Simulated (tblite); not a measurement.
Record of a relaxation.

Compound: C5H13NSSi.
SMILES with atom numbers: `[CH3:1][C@H:2]([NH:3][SiH2:4][SH:5])[CH:6]1[CH2:7][CH2:8]1` (hydrogens: H9, H10, H11 on C1; H12 on C2; H13 on N3; H14, H15 on Si4; H16 on S5; H17 on C6; H18, H19 on C7; H20, H21 on C8)

Computed with GFN2-xTB (tblite), gas phase: L-BFGS steps from a force-field or distance-geometry start until the largest atomic force falls under 0.01 eV/Å. 4 of its 221 geometries are shown.

Step 0: E = -686.6166 eV, largest atomic force 1.456 eV/Å
```
atom  x, y, z in Å  |  force x, y, z in eV/Å
C1      0.148   -1.679   -0.726   -0.397  -0.667  -0.195
C2     -0.127   -0.249   -0.281   -0.538  -0.439   0.598
N3      0.752    0.074    0.829    1.331  -0.072   0.264
Si4     2.456   -0.035    0.387   -0.503  -0.734   0.363
S5      3.399    1.857    0.700    0.608   0.662  -0.815
C6     -1.563   -0.149    0.211    0.500  -0.132   0.296
C7     -1.933    1.223    0.686   -0.324   0.645   0.053
C8     -2.510    0.670   -0.595   -1.329  -0.303   0.512
H9      0.733   -1.748   -1.659   -0.453  -0.077   0.508
H10    -0.834   -2.186   -0.810    0.783  -0.021  -0.378
H11     0.708   -2.151    0.099   -0.260  -0.150  -0.615
H12     0.025    0.494   -1.064    0.173  -0.094  -0.037
H13     0.525   -0.491    1.666   -0.001   0.599  -0.746
H14     3.046   -1.089    1.278    0.001   0.608  -0.311
H15     2.610   -0.513   -0.998    0.199   0.416   0.259
H16     3.991    2.256   -0.513   -0.699  -0.715   1.024
H17    -1.911   -1.061    0.750    0.171   0.971  -0.340
H18    -1.204    2.045    0.511   -0.524  -0.825   0.630
H19    -2.580    1.311    1.585    0.590   0.124  -0.903
H20    -2.151    1.070   -1.546   -0.457  -0.163   0.407
H21    -3.588    0.369   -0.511    1.126   0.366  -0.573
```

Step 73: E = -687.4232 eV, largest atomic force 0.152 eV/Å
```
atom  x, y, z in Å  |  force x, y, z in eV/Å
C1     -0.065   -1.875   -0.736    0.038  -0.008   0.015
C2     -0.138   -0.409   -0.294    0.014  -0.058  -0.015
N3      0.903   -0.086    0.671   -0.045   0.060  -0.051
Si4     2.564    0.063    0.301   -0.034  -0.148   0.010
S5      3.425    1.866    1.118    0.004   0.102  -0.035
C6     -1.490   -0.093    0.305    0.050   0.014   0.074
C7     -1.857    1.336    0.568    0.023   0.035   0.002
C8     -2.567    0.570   -0.502    0.043  -0.087   0.011
H9      0.936   -2.096   -1.098   -0.023   0.011  -0.064
H10    -0.786   -2.067   -1.528    0.022   0.006   0.057
H11    -0.271   -2.544    0.098   -0.038   0.065   0.000
H12     0.025    0.229   -1.170    0.030  -0.044   0.030
H13     0.623   -0.310    1.615    0.044   0.030  -0.027
H14     3.370   -1.013    0.884   -0.013   0.019  -0.109
H15     2.694    0.210   -1.142    0.006  -0.040   0.023
H16     3.909    2.318   -0.032   -0.037  -0.010   0.123
H17    -1.808   -0.819    1.043   -0.023  -0.047   0.015
H18    -1.144    2.086    0.270    0.028   0.084  -0.033
H19    -2.389    1.580    1.474   -0.024  -0.004   0.025
H20    -2.360    0.808   -1.533   -0.006   0.006   0.009
H21    -3.583    0.263   -0.314   -0.058   0.014  -0.061
```

Step 147: E = -687.5766 eV, largest atomic force 0.028 eV/Å
```
atom  x, y, z in Å  |  force x, y, z in eV/Å
C1     -0.157   -2.038   -0.391   -0.014  -0.004   0.005
C2     -0.128   -0.515   -0.255    0.009   0.000  -0.008
N3      0.994   -0.080    0.548    0.014   0.016   0.014
Si4     2.487    0.409   -0.102    0.028   0.004   0.002
S5      3.764    0.807    1.589   -0.008   0.006  -0.015
C6     -1.420    0.006    0.337   -0.013  -0.020  -0.007
C7     -1.777    1.450    0.162   -0.012   0.010  -0.007
C8     -2.552    0.395   -0.565   -0.003   0.006   0.011
H9      0.771   -2.390   -0.838   -0.013   0.006   0.007
H10    -0.990   -2.344   -1.018   -0.007  -0.003  -0.004
H11    -0.269   -2.501    0.587    0.003  -0.002   0.007
H12     0.011   -0.075   -1.247    0.011   0.009  -0.013
H13     0.927   -0.377    1.511   -0.002  -0.011  -0.015
H14     3.205   -0.577   -0.912    0.004  -0.006   0.010
H15     2.333    1.658   -0.843   -0.001   0.008   0.005
H16     3.788    2.121    1.455   -0.011  -0.011   0.001
H17    -1.678   -0.455    1.284    0.004   0.000  -0.001
H18    -1.099    2.068   -0.406    0.004   0.000  -0.011
H19    -2.254    1.968    0.979    0.000   0.001   0.015
H20    -2.405    0.300   -1.631   -0.009  -0.003   0.020
H21    -3.561    0.186   -0.244    0.016  -0.006  -0.015
```

Step 220: E = -687.6015 eV, largest atomic force 0.009 eV/Å
```
atom  x, y, z in Å  |  force x, y, z in eV/Å
C1     -0.146   -1.980   -0.430    0.000  -0.009  -0.002
C2     -0.091   -0.459   -0.283    0.001  -0.001   0.000
N3      1.058   -0.038    0.491    0.002   0.001   0.001
Si4     2.585    0.301   -0.191   -0.004   0.000  -0.006
S5      3.818    0.973    1.436   -0.001  -0.003  -0.001
C6     -1.357    0.065    0.362   -0.002   0.000   0.007
C7     -1.760    1.493    0.155    0.001  -0.002   0.000
C8     -2.551    0.392   -0.482    0.001   0.008  -0.002
H9      0.752   -2.341   -0.925    0.009   0.000  -0.001
H10    -1.014   -2.269   -1.018   -0.004  -0.004   0.000
H11    -0.216   -2.451    0.548   -0.004   0.001   0.006
H12     0.018   -0.013   -1.276    0.003   0.007   0.001
H13     1.005   -0.362    1.447   -0.002  -0.001   0.000
H14     3.366   -0.794   -0.763   -0.002   0.001   0.000
H15     2.410    1.393   -1.144    0.001   0.001  -0.002
H16     2.991    1.910    1.873   -0.001   0.001   0.000
H17    -1.546   -0.363    1.340    0.000  -0.006   0.005
H18    -1.135    2.102   -0.480   -0.004   0.002  -0.002
H19    -2.196    2.032    0.982   -0.004   0.000  -0.003
H20    -2.468    0.257   -1.549    0.000   0.005  -0.002
H21    -3.533    0.170   -0.092    0.006  -0.001   0.000
```

Problem. Summarise the path.

Solution. The energy falls by 95.03 kJ/mol from step 0 to step 220; nine tenths of that is first reached at step 96. It rises by more than 0.2 meV at steps 95 and 176. The largest force goes from 1.456 to 0.009 eV/Å. Among the bonds S5–H16 changes most, from 1.407 to 1.323 Å; the atoms move by 1.082 Å rms after alignment.

Problem. Follow the three bonds and two angles with the largest change from start to end.

Solution. 
```json
{"step": "0", "E above end (kJ/mol)": "95.03", "largest force (eV/Å)": "1.456", "S5–H16 (Å)": "1.407", "N3–Si4 (Å)": "1.763", "C8–H21 (Å)": "1.122", "N3–Si4–H14 (°)": "106.0", "Si4–S5–H16 (°)": "108.1"}
{"step": "10", "E above end (kJ/mol)": "35.22", "largest force (eV/Å)": "0.263", "S5–H16 (Å)": "1.316", "N3–Si4 (Å)": "1.719", "C8–H21 (Å)": "1.082", "N3–Si4–H14 (°)": "111.3", "Si4–S5–H16 (°)": "95.4"}
{"step": "19", "E above end (kJ/mol)": "30.09", "largest force (eV/Å)": "0.182", "S5–H16 (Å)": "1.319", "N3–Si4 (Å)": "1.714", "C8–H21 (Å)": "1.080", "N3–Si4–H14 (°)": "113.3", "Si4–S5–H16 (°)": "94.8"}
{"step": "29", "E above end (kJ/mol)": "25.68", "largest force (eV/Å)": "0.139", "S5–H16 (Å)": "1.322", "N3–Si4 (Å)": "1.704", "C8–H21 (Å)": "1.079", "N3–Si4–H14 (°)": "112.6", "Si4–S5–H16 (°)": "97.6"}
{"step": "38", "E above end (kJ/mol)": "23.37", "largest force (eV/Å)": "0.235", "S5–H16 (Å)": "1.324", "N3–Si4 (Å)": "1.702", "C8–H21 (Å)": "1.076", "N3–Si4–H14 (°)": "110.9", "Si4–S5–H16 (°)": "96.9"}
{"step": "48", "E above end (kJ/mol)": "20.21", "largest force (eV/Å)": "0.126", "S5–H16 (Å)": "1.325", "N3–Si4 (Å)": "1.704", "C8–H21 (Å)": "1.078", "N3–Si4–H14 (°)": "111.9", "Si4–S5–H16 (°)": "97.1"}
{"step": "57", "E above end (kJ/mol)": "19.24", "largest force (eV/Å)": "0.065", "S5–H16 (Å)": "1.322", "N3–Si4 (Å)": "1.705", "C8–H21 (Å)": "1.079", "N3–Si4–H14 (°)": "113.4", "Si4–S5–H16 (°)": "96.6"}
{"step": "67", "E above end (kJ/mol)": "18.17", "largest force (eV/Å)": "0.088", "S5–H16 (Å)": "1.321", "N3–Si4 (Å)": "1.706", "C8–H21 (Å)": "1.080", "N3–Si4–H14 (°)": "112.9", "Si4–S5–H16 (°)": "96.3"}
{"step": "77", "E above end (kJ/mol)": "15.79", "largest force (eV/Å)": "0.163", "S5–H16 (Å)": "1.321", "N3–Si4 (Å)": "1.707", "C8–H21 (Å)": "1.079", "N3–Si4–H14 (°)": "114.1", "Si4–S5–H16 (°)": "97.4"}
{"step": "86", "E above end (kJ/mol)": "12.49", "largest force (eV/Å)": "0.136", "S5–H16 (Å)": "1.321", "N3–Si4 (Å)": "1.706", "C8–H21 (Å)": "1.080", "N3–Si4–H14 (°)": "116.4", "Si4–S5–H16 (°)": "96.3"}
{"step": "96", "E above end (kJ/mol)": "9.39", "largest force (eV/Å)": "0.167", "S5–H16 (Å)": "1.315", "N3–Si4 (Å)": "1.703", "C8–H21 (Å)": "1.080", "N3–Si4–H14 (°)": "118.9", "Si4–S5–H16 (°)": "95.7"}
{"step": "105", "E above end (kJ/mol)": "4.67", "largest force (eV/Å)": "0.153", "S5–H16 (Å)": "1.323", "N3–Si4 (Å)": "1.702", "C8–H21 (Å)": "1.079", "N3–Si4–H14 (°)": "118.4", "Si4–S5–H16 (°)": "96.3"}
{"step": "115", "E above end (kJ/mol)": "2.94", "largest force (eV/Å)": "0.043", "S5–H16 (Å)": "1.321", "N3–Si4 (Å)": "1.701", "C8–H21 (Å)": "1.079", "N3–Si4–H14 (°)": "117.4", "Si4–S5–H16 (°)": "96.7"}
{"step": "124", "E above end (kJ/mol)": "2.84", "largest force (eV/Å)": "0.032", "S5–H16 (Å)": "1.321", "N3–Si4 (Å)": "1.702", "C8–H21 (Å)": "1.079", "N3–Si4–H14 (°)": "117.4", "Si4–S5–H16 (°)": "96.3"}
{"step": "134", "E above end (kJ/mol)": "2.63", "largest force (eV/Å)": "0.033", "S5–H16 (Å)": "1.320", "N3–Si4 (Å)": "1.701", "C8–H21 (Å)": "1.079", "N3–Si4–H14 (°)": "116.6", "Si4–S5–H16 (°)": "95.9"}
{"step": "143", "E above end (kJ/mol)": "2.46", "largest force (eV/Å)": "0.021", "S5–H16 (Å)": "1.322", "N3–Si4 (Å)": "1.701", "C8–H21 (Å)": "1.079", "N3–Si4–H14 (°)": "116.7", "Si4–S5–H16 (°)": "96.4"}
{"step": "153", "E above end (kJ/mol)": "2.34", "largest force (eV/Å)": "0.024", "S5–H16 (Å)": "1.320", "N3–Si4 (Å)": "1.701", "C8–H21 (Å)": "1.079", "N3–Si4–H14 (°)": "116.4", "Si4–S5–H16 (°)": "96.7"}
{"step": "163", "E above end (kJ/mol)": "2.22", "largest force (eV/Å)": "0.024", "S5–H16 (Å)": "1.321", "N3–Si4 (Å)": "1.702", "C8–H21 (Å)": "1.079", "N3–Si4–H14 (°)": "116.5", "Si4–S5–H16 (°)": "96.7"}
{"step": "172", "E above end (kJ/mol)": "2.11", "largest force (eV/Å)": "0.046", "S5–H16 (Å)": "1.320", "N3–Si4 (Å)": "1.703", "C8–H21 (Å)": "1.079", "N3–Si4–H14 (°)": "116.7", "Si4–S5–H16 (°)": "96.7"}
{"step": "182", "E above end (kJ/mol)": "1.15", "largest force (eV/Å)": "0.089", "S5–H16 (Å)": "1.319", "N3–Si4 (Å)": "1.705", "C8–H21 (Å)": "1.079", "N3–Si4–H14 (°)": "118.5", "Si4–S5–H16 (°)": "97.8"}
{"step": "191", "E above end (kJ/mol)": "0.39", "largest force (eV/Å)": "0.059", "S5–H16 (Å)": "1.325", "N3–Si4 (Å)": "1.706", "C8–H21 (Å)": "1.079", "N3–Si4–H14 (°)": "119.1", "Si4–S5–H16 (°)": "97.2"}
{"step": "201", "E above end (kJ/mol)": "0.13", "largest force (eV/Å)": "0.029", "S5–H16 (Å)": "1.324", "N3–Si4 (Å)": "1.705", "C8–H21 (Å)": "1.079", "N3–Si4–H14 (°)": "119.0", "Si4–S5–H16 (°)": "96.4"}
{"step": "210", "E above end (kJ/mol)": "0.09", "largest force (eV/Å)": "0.017", "S5–H16 (Å)": "1.323", "N3–Si4 (Å)": "1.705", "C8–H21 (Å)": "1.079", "N3–Si4–H14 (°)": "119.2", "Si4–S5–H16 (°)": "96.4"}
{"step": "220", "E above end (kJ/mol)": "0.00", "largest force (eV/Å)": "0.009", "S5–H16 (Å)": "1.323", "N3–Si4 (Å)": "1.706", "C8–H21 (Å)": "1.079", "N3–Si4–H14 (°)": "119.1", "Si4–S5–H16 (°)": "96.5"}
```

What follows is the cost of the whole relaxation. Time: 3.5 s. Hardware: one thread of an Arm Neoverse N1, on a shared host.
